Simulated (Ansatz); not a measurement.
Cartesian coordinates (Å):
```xyz
6

B      0.8177     0.0099     0.0228
B     -0.8187    -0.0095    -0.0228
H      1.4764    -0.7000    -0.6751
H      1.4191     0.7349     0.7558
H     -1.4604    -0.7328     0.6772
H     -1.4372     0.6990    -0.7579
```
Charge 0, spin multiplicity 1.

These are frozen-core CCSD(T)/cc-pVTZ // M06-2X/def2-TZVP (Ansatz, a program for electronic structure) values and carry that method's errors.

| Quantity | Value |
|---|---|
| HF energy | -51.65146 Ha |
| MP2 correlation energy | -0.20395 Ha |

Q: Estimate the CCSD correlation energy, the (T) correction, the total energy and the T1 diagnostic.

A: 
The CCSD correlation energy comes out as -0.23912 Ha and the (T) correction is -0.00649 Ha. The CCSD(T) total energy comes out as -51.89706 Ha. The T1 diagnostic comes out as 0.012.
